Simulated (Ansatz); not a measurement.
CH$_{11}$AlBInSi$_{2}$, relaxed with RKS PBE0-D4/def2-TZVP in Ansatz from a GFN2-xTB geometry. The force threshold is 0.005 eV/Å; the program also tests the step.

The species carries charge 0 and has multiplicity 1. In takes the def2 core potential. The bonds changed during the relaxation, so this is another structure than the one it started from.

Start:

```xyz
17

B    -0.787   -1.131   -1.508
Si   -0.934   -1.048    0.483
Al    0.451   -2.250    2.067
Si   -0.218    1.144    1.185
C     0.957    1.896   -0.140
In    0.296    1.235   -2.174
H     0.424   -1.068   -1.792
H    -1.251   -2.039   -2.110
H    -2.351   -0.996    1.009
H     1.598   -1.505    2.854
H     0.519   -3.756    2.523
H    -1.250    2.206    1.294
H     0.569    1.321    2.425
H     1.974    1.515   -0.064
H     0.983    2.983   -0.158
H    -1.368   -0.089   -1.940
H     0.389    1.579   -3.953
```

| step | energy (eV) | largest force (eV/Å) | largest move (Å) |
| --- | --- | --- | --- |
| 1 | -29406.8920 | 1.210 | 0.000 |
| 2 | -29407.3795 | 0.445 | 0.195 |
| 3 | -29407.4457 | 0.225 | 0.102 |
| 4 | -29407.4768 | 0.188 | 0.122 |
| 5 | -29407.5003 | 0.147 | 0.196 |
| 6 | -29407.5128 | 0.199 | 0.200 |
| 7 | -29407.5154 | 0.384 | 0.194 |
| 8 | -29407.5415 | 0.109 | 0.200 |
| 9 | -29407.5464 | 0.066 | 0.081 |
| 10 | -29407.5551 | 0.082 | 0.195 |
| 11 | -29407.5610 | 0.171 | 0.195 |
| 12 | -29407.5659 | 0.147 | 0.131 |
| 13 | -29407.5700 | 0.115 | 0.146 |
| 14 (rejected) | -29407.5696 | 0.121 | 0.036 |
| 15 | -29407.5718 | 0.040 | 0.017 |
| 16 | -29407.5724 | 0.052 | 0.054 |
| 17 | -29407.5739 | 0.027 | 0.081 |
| 18 | -29407.5742 | 0.031 | 0.046 |
| 19 | -29407.5744 | 0.022 | 0.023 |
| 20 | -29407.5745 | 0.010 | 0.023 |
| 21 | -29407.5746 | 0.014 | 0.013 |
| 22 | -29407.5746 | 0.012 | 0.013 |
| 23 | -29407.5746 | 0.007 | 0.009 |
| 24 | -29407.5746 | 0.004 | 0.004 |

End:

```xyz
17

B    -0.823   -0.938   -1.359
Si   -1.010   -0.918    0.664
Al    0.689   -2.235    1.786
Si   -0.452    1.313    1.135
C     0.943    1.762   -0.053
In    0.511    0.992   -1.994
H     0.414   -1.003   -1.636
H    -1.324   -1.818   -2.003
H    -2.398   -1.170    1.154
H     2.201   -1.954    1.349
H     0.445   -3.311    2.932
H    -1.615    2.196    0.811
H    -0.046    1.629    2.537
H     1.869    1.266    0.255
H     1.136    2.835   -0.100
H    -1.325    0.136   -1.821
H     0.788    1.217   -3.657
```

It took 67 s on 2 threads of an AMD EPYC 7R13 on a shared host and a share of an NVIDIA H100 80 GB, with 1 GiB of host memory at the peak.
